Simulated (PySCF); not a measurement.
C3H6AlF3, SMILES [C](F)(F)(F)[Al]([CH3])[CH3]. Atoms are numbered in the order given.

```xyz
13

Al    -0.0545     0.2535     0.9805
C      0.0106    -0.2846    -0.9674
F     -1.1046     0.0366    -1.6699
F      0.2144    -1.6099    -1.1721
F      1.0440     0.3552    -1.5891
C     -1.0905     1.8526     1.3728
H     -0.5951     2.7355     0.9292
H     -1.2131     2.0488     2.4498
H     -2.0928     1.8030     0.9140
C      1.0008    -0.8457     2.1899
H      0.9292    -0.5381     3.2452
H      2.0665    -0.8089     1.9008
H      0.7041    -1.9069     2.1220
```

Geometry: ωB97X-D3(BJ)/def2-SVP.

The numbers are results of ωB97X-D3(BJ)/def2-SVP run with PySCF 2.14.0, not measurements.

Frequencies are harmonic and unscaled.

```json
[
 {"mode": "1", "ν (cm⁻¹)": "11", "IR (km/mol)": "0.1", "moving atoms (share of kinetic energy)": "F 51 %, C 28 %, H 21 %"},
 {"mode": "2", "ν (cm⁻¹)": "21", "IR (km/mol)": "0.0", "moving atoms (share of kinetic energy)": "H 92 %"},
 {"mode": "3", "ν (cm⁻¹)": "33", "IR (km/mol)": "0.1", "moving atoms (share of kinetic energy)": "H 98 %"},
 {"mode": "4", "ν (cm⁻¹)": "86", "IR (km/mol)": "3.7", "moving atoms (share of kinetic energy)": "F 39 %, C 35 %, H 18 %, Al 8 %"},
 {"mode": "5", "ν (cm⁻¹)": "100", "IR (km/mol)": "4.1", "moving atoms (share of kinetic energy)": "F 60 %, C 21 %, H 12 %"},
 {"mode": "6", "ν (cm⁻¹)": "146", "IR (km/mol)": "1.2", "moving atoms (share of kinetic energy)": "C 50 %, H 34 %, F 13 %"},
 {"mode": "7", "ν (cm⁻¹)": "222", "IR (km/mol)": "6.6", "moving atoms (share of kinetic energy)": "Al 49 %, F 23 %, H 21 %"},
 {"mode": "8", "ν (cm⁻¹)": "236", "IR (km/mol)": "4.0", "moving atoms (share of kinetic energy)": "F 58 %, C 22 %, Al 11 %, H 9 %"},
 {"mode": "9", "ν (cm⁻¹)": "357", "IR (km/mol)": "28.9", "moving atoms (share of kinetic energy)": "Al 41 %, F 31 %, C 18 %, H 9 %"},
 {"mode": "10", "ν (cm⁻¹)": "513", "IR (km/mol)": "0.2", "moving atoms (share of kinetic energy)": "F 90 %"},
 {"mode": "11", "ν (cm⁻¹)": "514", "IR (km/mol)": "0.9", "moving atoms (share of kinetic energy)": "F 92 %"},
 {"mode": "12", "ν (cm⁻¹)": "546", "IR (km/mol)": "0.1", "moving atoms (share of kinetic energy)": "H 85 %, C 15 %"},
 {"mode": "13", "ν (cm⁻¹)": "584", "IR (km/mol)": "11.0", "moving atoms (share of kinetic energy)": "C 56 %, H 27 %, Al 14 %"},
 {"mode": "14", "ν (cm⁻¹)": "641", "IR (km/mol)": "7.6", "moving atoms (share of kinetic energy)": "H 75 %, C 23 %"},
 {"mode": "15", "ν (cm⁻¹)": "687", "IR (km/mol)": "95.0", "moving atoms (share of kinetic energy)": "H 67 %, C 20 %, Al 12 %"},
 {"mode": "16", "ν (cm⁻¹)": "719", "IR (km/mol)": "47.7", "moving atoms (share of kinetic energy)": "F 61 %, H 22 %, C 17 %"},
 {"mode": "17", "ν (cm⁻¹)": "735", "IR (km/mol)": "103.9", "moving atoms (share of kinetic energy)": "Al 50 %, C 32 %, H 18 %"},
 {"mode": "18", "ν (cm⁻¹)": "760", "IR (km/mol)": "133.9", "moving atoms (share of kinetic energy)": "H 41 %, F 25 %, Al 18 %, C 17 %"},
 {"mode": "19", "ν (cm⁻¹)": "1105", "IR (km/mol)": "221.7", "moving atoms (share of kinetic energy)": "C 70 %, F 30 %"},
 {"mode": "20", "ν (cm⁻¹)": "1139", "IR (km/mol)": "218.6", "moving atoms (share of kinetic energy)": "C 71 %, F 28 %"},
 {"mode": "21", "ν (cm⁻¹)": "1236", "IR (km/mol)": "21.0", "moving atoms (share of kinetic energy)": "H 79 %, C 21 %"},
 {"mode": "22", "ν (cm⁻¹)": "1236", "IR (km/mol)": "47.5", "moving atoms (share of kinetic energy)": "H 78 %, C 22 %"},
 {"mode": "23", "ν (cm⁻¹)": "1254", "IR (km/mol)": "109.4", "moving atoms (share of kinetic energy)": "C 76 %, F 21 %"},
 {"mode": "24", "ν (cm⁻¹)": "1428", "IR (km/mol)": "1.2", "moving atoms (share of kinetic energy)": "H 95 %"},
 {"mode": "25", "ν (cm⁻¹)": "1432", "IR (km/mol)": "0.2", "moving atoms (share of kinetic energy)": "H 95 %"},
 {"mode": "26", "ν (cm⁻¹)": "1435", "IR (km/mol)": "4.3", "moving atoms (share of kinetic energy)": "H 96 %"},
 {"mode": "27", "ν (cm⁻¹)": "1436", "IR (km/mol)": "5.2", "moving atoms (share of kinetic energy)": "H 95 %"},
 {"mode": "28", "ν (cm⁻¹)": "3053", "IR (km/mol)": "2.2", "moving atoms (share of kinetic energy)": "H 97 %"},
 {"mode": "29", "ν (cm⁻¹)": "3053", "IR (km/mol)": "0.6", "moving atoms (share of kinetic energy)": "H 97 %"},
 {"mode": "30", "ν (cm⁻¹)": "3140", "IR (km/mol)": "0.5", "moving atoms (share of kinetic energy)": "H 91 %, C 9 %"},
 {"mode": "31", "ν (cm⁻¹)": "3141", "IR (km/mol)": "5.9", "moving atoms (share of kinetic energy)": "H 91 %, C 9 %"},
 {"mode": "32", "ν (cm⁻¹)": "3166", "IR (km/mol)": "2.5", "moving atoms (share of kinetic energy)": "H 91 %, C 9 %"},
 {"mode": "33", "ν (cm⁻¹)": "3167", "IR (km/mol)": "7.4", "moving atoms (share of kinetic energy)": "H 91 %, C 9 %"}
]
```
